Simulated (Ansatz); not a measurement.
A run for Ansatz (a quantum-chemistry and plane-wave program): R-PBE0/def2-TZVPPD on AsH3 (SMILES [AsH3]). Files ending in .json are basis or fitting sets from the Basis Set Exchange.

Ansatz 0.2 input:
```yaml
crystal:
  periodic: [false, false, false]
  atoms:
    - {symbol: As, position_ang: [-0.24589795, -0.19971429, 0.14388447]}
    - {symbol: H, position_ang: [-0.93105301, 0.73324079, -0.84218941]}
    - {symbol: H, position_ang: [-0.41634523, -1.41915382, -0.74823450]}
    - {symbol: H, position_ang: [1.14502960, 0.10943673, -0.38686969]}
basis:
  gaussian:
    orbitals: def2-TZVPPD.json
hamiltonian:
  xc: {name: PBE0}
scf: {lower_state_search: off}
```

It printed:

```
WARN ansatz: RAYON_NUM_THREADS=1 ignored (pool sized by the plan → 1); use --threads N
Functional definition: PBE0
these checks for a lower state are left out or cut short: stability, starts, cluster_reference, orbital_swaps, neighbouring_geometries, increment
integrals: 0.02 GiB planned
614 factors; their error is unknown
mean field: 0.27 GiB planned
mean field evaluation 1: about -60881.9405 eV, gradient 1.1e1 eV
mean field evaluation 2: about -60882.0956 eV, gradient 5.9e0 eV
mean field evaluation 4: about -60882.1336 eV, gradient 3.4e-1 eV
mean field evaluation 8: about -60882.3728 eV, gradient 1.8e-2 eV
mean field -60882.37275178 eV, -2237.3859310734 hartree, gradient 2.5e-6 eV, S^2 0.000000; 0 other end points of the search recorded, 0 dependent functions left out
reference -60882.37277472 eV, -2237.3859319165 hartree; 18, 18 occupied and 87, 87 virtual orbitals, 614 factors
Total energy: -60882.37277472 eV, -2237.3859319165 hartree
Checks for a lower state left out: stability, starts, cluster_reference, orbital_swaps, neighbouring_geometries, increment
```

Self-consistency was reached.

Cost: around 1.2 core-seconds (rough).
